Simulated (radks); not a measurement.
Q: Species: the strontium ion Sr+. Configuration: [Kr] 5s1. All-electron calculation, Dirac Kohn-Sham, PW91, spin-unpolarised, spherical densities, finite nucleus; Fermi nuclear charge, rms radius 4.224 fm. Program: a radial shooting solver on a logarithmic mesh with Libxc functionals. Some entries of the table are withheld. Estimate them.

orbital,occ.,eigenvalue (eV),<1/r> (bohr^-1),<r^2> (bohr^2)
1s1/2,2,-15939.61,39.00,0.002067
2s1/2,2,-2163.615,8.780,0.03501
2p1/2,2,(1),(2),0.02669
2p3/2,4,(3),(4),0.02809
3s1/2,2,-340.0378,2.934,0.2780
3p1/2,2,-269.6662,2.825,0.2821
3p3/2,4,-259.1698,2.743,0.2941
3d3/2,4,-135.5822,2.521,0.3002
3d5/2,6,-133.7504,2.500,0.3046
4s1/2,2,-47.2866,0.9944,2.087
4p1/2,2,-29.9635,0.8663,2.724
4p3/2,4,-28.7906,0.8450,2.843
5s1/2,1,-8.3680,0.3282,17.14

A: 
(1) 2p1/2 eigenvalue (eV): -1969.876
(2) 2p1/2 <1/r> (bohr^-1): 8.752
(3) 2p3/2 eigenvalue (eV): -1901.429
(4) 2p3/2 <1/r> (bohr^-1): 8.412
